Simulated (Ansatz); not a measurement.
`[OH][GeH2][SnH3]` → `[GeH2]` + `[OH][SnH3]` at 600 K and 1 bar (germylene formation by 1,1-elimination).

Gas-phase electronic energies from Ansatz, PBE0-D4/def2-TZVP geometries. CBS: MP2 limit from def2 TZ/QZ plus the TZ coupled-cluster correction, frozen cores. def2 core potentials past Kr. For Ge, Sn outer-core shells are correlated without core-valence functions, which leaves a few kJ/mol of doubt a bond. Scalar relativity is left out up to krypton. Each species was taken in one conformer, which may not be the lowest.

```
           species  CCSD(T)/CBS energy (Eh)  H − E (kJ/mol)  S (J/(mol·K))
`[OH][GeH2][SnH3]`              -2368.92338           191.2          453.1
          `[GeH2]`              -2077.24753            50.4          247.2
      `[OH][SnH3]`               -291.59405           126.1          344.5
```

H − E and S are ideal-gas, rigid-rotor, harmonic terms from PBE0-D4/def2-TZVP, for one conformer and one mirror image of each species. 1 Eh = 2625.50 kJ/mol, R = 8.31446 J/(mol·K).

Problem. By hand: ΔE, ΔH, ΔS and ΔG.

Solution. ΔE = (-2077.24753) + (-291.59405) − (-2368.92338) = 0.08180 Eh = 214.8 kJ/mol. Δ(H − E) = 50.4 + 126.1 − 191.2 = -14.7, so ΔH = 200.1 kJ/mol. ΔS = 247.2 + 344.5 − 453.1 = 138.6 J/(mol·K). ΔG = 200.1 − 600 × (138.6)/1000 = 116.9 kJ/mol.

Problem. By hand: the equilibrium constant, and the temperature at which ΔG would vanish if ΔH and ΔS stayed fixed.

Solution. log₁₀ K = −ΔG/(RT ln 10) = -10.2. ΔG = 0 at ΔH/ΔS = 1444 K.

The number of gas molecules changes by +1, which sets the sign of ΔS. A doubt of 5 kJ/mol in ΔE shifts log₁₀ K by 0.4 here. Other conformers and mirror images would add mixing entropy, several J/(mol·K) or more a flexible species. Modes under 60 cm⁻¹, often nearly free rotors, make the harmonic entropy too high. These are equilibria of isolated gas molecules and say nothing of rates. Largest T1 diagnostic: 0.014 (customary marks: 0.02 for closed shells, 0.045 for open ones).
